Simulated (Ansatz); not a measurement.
## Nudged elastic band run: AlBFH5O

Input file:

```yaml
crystal:
  periodic: [false, false, false]
  atoms:
    - { symbol: B, position_ang: [0.150382, -0.420923, 0.169501] }
    - { symbol: F, position_ang: [-0.675387, 0.465851, 0.805391] }
    - { symbol: H, position_ang: [1.234725, -0.025932, -0.225003] }
    - { symbol: H, position_ang: [-0.477071, -0.886297, -0.95418] }
    - { symbol: O, position_ang: [0.236813, -1.73377, 0.985099] }
    - { symbol: Al, position_ang: [-0.826895, -2.513429, -0.375851] }
    - { symbol: H, position_ang: [-0.007051, -3.538416, -1.270694] }
    - { symbol: H, position_ang: [-2.348352, -2.601295, 0.080925] }
    - { symbol: H, position_ang: [-0.118463, -1.582489, 1.882911] }
basis:
  gaussian: { orbitals: def2-SVP }
hamiltonian:
  xc: pbe
neb:
  order_check: false
  images: 9
  f_tol: 0.03
  max_iterations: 3
  final_atoms:
    - { symbol: B, position_ang: [0.60784427, -0.11456209, -0.54822638] }
    - { symbol: F, position_ang: [-0.98029831, -2.46152453, 2.04973003] }
    - { symbol: H, position_ang: [1.26563251, 0.75725407, -0.0222859] }
    - { symbol: H, position_ang: [0.45314881, -0.25082305, -1.74034469] }
    - { symbol: O, position_ang: [-0.02226828, -1.03391047, 0.25591536] }
    - { symbol: Al, position_ang: [-1.23588127, -2.70896977, 0.36110155] }
    - { symbol: H, position_ang: [-0.35287495, -3.86366473, -0.29870687] }
    - { symbol: H, position_ang: [-2.64193458, -2.19878261, -0.1966957] }
    - { symbol: H, position_ang: [0.07533281, -0.96171683, 1.23761158] }
  initial_path:
    images:
      - { positions_ang: [[0.150382, -0.420923, 0.169501], [-0.675387, 0.465851, 0.805391], [1.234725, -0.025932, -0.225003], [-0.477071, -0.886297, -0.95418], [0.236813, -1.73377, 0.985099], [-0.826895, -2.513429, -0.375851], [-0.007051, -3.538416, -1.270694], [-2.348352, -2.601295, 0.080925], [-0.118463, -1.582489, 1.882911]] }
      - { positions_ang: [[0.13146476, -0.33872214, 0.14605475], [-0.54730396, 0.36308976, 0.98818628], [1.21107642, -0.02748228, -0.27731394], [-0.56969916, -0.70084763, -0.88271092], [0.1976925, -1.71591695, 0.89894313], [-0.81718267, -2.60466991, -0.36196111], [-0.01921144, -3.70041166, -1.11119092], [-2.32006168, -2.63146031, -0.11406279], [-0.09807376, -1.4802789, 1.81215452]] }
      - { positions_ang: [[0.11254752, -0.25652128, 0.12260851], [-0.41922093, 0.26032852, 1.17098155], [1.18742784, -0.02903256, -0.32962487], [-0.66232732, -0.51539826, -0.81124185], [0.158572, -1.69806389, 0.81278727], [-0.80747035, -2.69591081, -0.34807122], [-0.03137187, -3.86240732, -0.95168785], [-2.29177137, -2.66162562, -0.30905058], [-0.07768451, -1.37806879, 1.74139805]] }
      - { positions_ang: [[0.09363027, -0.17432042, 0.09916226], [-0.29113789, 0.15756728, 1.35377683], [1.16377927, -0.03058284, -0.38193581], [-0.75495549, -0.32994889, -0.73977277], [0.1194515, -1.68021084, 0.7266314], [-0.79775802, -2.78715172, -0.33418133], [-0.04353231, -4.02440298, -0.79218477], [-2.26348105, -2.69179093, -0.50403837], [-0.05729527, -1.27585869, 1.67064157]] }
      - { positions_ang: [[0.07471303, -0.09211956, 0.07571601], [-0.16305486, 0.05480604, 1.53657211], [1.14013069, -0.03213311, -0.43424675], [-0.84758365, -0.14449951, -0.66830369], [0.08033099, -1.66235778, 0.64047553], [-0.78804569, -2.87839262, -0.32029145], [-0.05569275, -4.18639863, -0.6326817], [-2.23519074, -2.72195624, -0.69902616], [-0.03690603, -1.17364858, 1.59988509]] }
      - { positions_ang: [[0.05579579, -0.00991869, 0.05226977], [-0.03497182, -0.0479552, 1.71936738], [1.11648211, -0.03368339, -0.48655768], [-0.94021181, 0.04094986, -0.59683462], [0.04121049, -1.64450473, 0.55431967], [-0.77833337, -2.96963353, -0.30640156], [-0.06785319, -4.34839429, -0.47317862], [-2.20690042, -2.75212155, -0.89401396], [-0.01651679, -1.07143848, 1.52912861]] }
      - { positions_ang: [[0.16620549, -0.03084737, -0.06782946], [-0.22403712, -0.53066906, 1.78543991], [1.14631219, 0.1245041, -0.39370333], [-0.66153969, -0.01740472, -0.82553663], [0.02851474, -1.52238588, 0.49463881], [-0.86984295, -2.91750077, -0.17290093], [-0.12485754, -4.25144838, -0.43828427], [-2.29390725, -2.64145376, -0.7545503], [0.00185313, -1.04949415, 1.47082521]] }
      - { positions_ang: [[0.27661518, -0.05177605, -0.18792869], [-0.41310242, -1.01338293, 1.85151244], [1.17614227, 0.28269159, -0.30084897], [-0.38286756, -0.07575931, -1.05423864], [0.01581898, -1.40026702, 0.43495795], [-0.96135253, -2.86536802, -0.03940031], [-0.18186189, -4.15450247, -0.40338992], [-2.38091409, -2.53078597, -0.61508665], [0.02022305, -1.02754982, 1.4125218]] }
      - { positions_ang: [[0.38702488, -0.07270473, -0.30802792], [-0.60216771, -1.4960968, 1.91758497], [1.20597235, 0.44087909, -0.20799461], [-0.10419544, -0.13411389, -1.28294066], [0.00312323, -1.27814817, 0.37527708], [-1.05286211, -2.81323527, 0.09410031], [-0.23886624, -4.05755656, -0.36849557], [-2.46792092, -2.42011819, -0.475623], [0.03859297, -1.00560549, 1.3542184]] }
      - { positions_ang: [[0.49743457, -0.09363341, -0.42812715], [-0.79123301, -1.97881066, 1.9836575], [1.23580243, 0.59906658, -0.11514025], [0.17447668, -0.19246847, -1.51164267], [-0.00957253, -1.15602932, 0.31559622], [-1.14437169, -2.76110252, 0.22760093], [-0.29587059, -3.96061064, -0.33360122], [-2.55492775, -2.3094504, -0.33615935], [0.05696289, -0.98366116, 1.29591499]] }
      - { positions_ang: [[0.60784427, -0.11456209, -0.54822638], [-0.98029831, -2.46152453, 2.04973003], [1.26563251, 0.75725407, -0.0222859], [0.45314881, -0.25082305, -1.74034469], [-0.02226828, -1.03391047, 0.25591536], [-1.23588127, -2.70896977, 0.36110155], [-0.35287495, -3.86366473, -0.29870687], [-2.64193458, -2.19878261, -0.1966957], [0.07533281, -0.96171683, 1.23761158]] }
```

Run as:

```bash
$ ansatz run input.yaml --threads 2 --pin off --max-ram 3072MiB --backend cpu --events-out ev --progress --plain --runs-dir out
```

Output, in part (warnings, iteration lines):

```
NEB end point (image 0): max|allowed force component| = 2.484e-2 eV/Å (the criterion of neb.relax_end_points is 1.000e-2)
NEB end point (image 10): max|allowed force component| = 6.099e-3 eV/Å (the criterion of neb.relax_end_points is 1.000e-2)
NEB iter   1: max|band force component| = 6.398e1 eV/Å  barrier→ = 18.0077 eV  barrier← = 17.9842 eV  Δτ_max = 0.1966 Å  (270 SCF iters)
NEB iter   2: max|band force component| = 1.577e1 eV/Å  barrier→ = 5.9937 eV  barrier← = 5.9703 eV  Δτ_max = 0.1989 Å  (290 SCF iters)
NEB iter   3: max|band force component| = 9.088e0 eV/Å  barrier→ = 3.3984 eV  barrier← = 3.3749 eV  Δτ_max = 0.2000 Å  (272 SCF iters)
Error: NEB band did not converge after 3 iterations: max|band force component| = 9.09e0 eV/Å (threshold 3.0e-2); raise `neb.max_iterations` in a new run, which can start from the last band evaluated (`neb.initial_path`, with `crystal.atoms` and `neb.final_atoms` set to its first and last images), …
```

The run ended unconverged. The band didn't meet its force threshold, so its energies are provisional: the largest band force was still 9.09 eV/Å, and over the last iterations the top moved between 3.40 and 18.01 eV. The orbitals stay closed-shell, which can raise the energy where a bond breaks towards radicals; this wasn't checked here.

Final band (atoms are numbered from 1 in the order of the input):

| image | path coordinate (Å) | energy (eV) | B1–F2 (Å) | F2–Al6 (Å) |
| --- | --- | --- | --- | --- |
| 0 | 0.00 | 0.00 | 1.37 | 3.21 |
| 1 | 0.59 | 0.17 | 1.36 | 3.34 |
| 2 | 1.19 | 0.66 | 1.37 | 3.53 |
| 3 | 1.78 | 1.06 | 1.41 | 3.68 |
| 4 | 2.38 | 1.41 | 1.49 | 3.71 |
| 5 | 2.97 | 2.00 | 1.77 | 3.55 |
| 6 | 3.69 | 2.78 | 2.32 | 3.27 |
| 7 | 4.41 | 3.40 | 2.77 | 2.85 |
| 8 | 5.20 | 1.52 | 3.14 | 2.26 |
| 9 | 6.00 | 0.34 | 3.55 | 1.83 |
| 10 | 6.84 | 0.02 | 3.84 | 1.73 |

Run time: 35 s on 2 threads of Arm Neoverse V1 (shared host), peak memory 0.094 GiB.
